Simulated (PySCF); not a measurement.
CNO, SMILES [N]=C=O (connectivity only; charge and spin as stated), charge -1, multiplicity 1. Atoms are numbered in the order given.

```xyz
3

N      0.0000     0.0000    -1.2579
C      0.0000     0.0000    -0.0718
O      0.0000     0.0000     1.1545
```
Charge -1, spin multiplicity 1.

Coordinates come from a B3LYP-D3(BJ)/def2-TZVPD optimisation. The multiplicity is an assumed one; other spin states were not compared. The isomer is the one that the SMILES or the coordinates give; other isomers of the formula were not compared.

Method: r2SCAN/def2-TZVPD in PySCF.

Isolated molecule, no solvent. A positive occupied level means that this level leaves the electron formally unbound; only the finite basis holds it.

The total energy is -168.11416 hartree and the point group comes out as C∞v. The highest occupied level comes out as 0.11 eV. The lowest empty level comes out as 4.67 eV. The orbital gap is 4.56 eV and the dipole moment about the centre of nuclear charge is 1.69 D. The mean static polarisability comes out as 29.8 bohr³ (4.42 Å³) and the polarisability, principal values comes out as 23.6, 23.6, 42.4 bohr³.
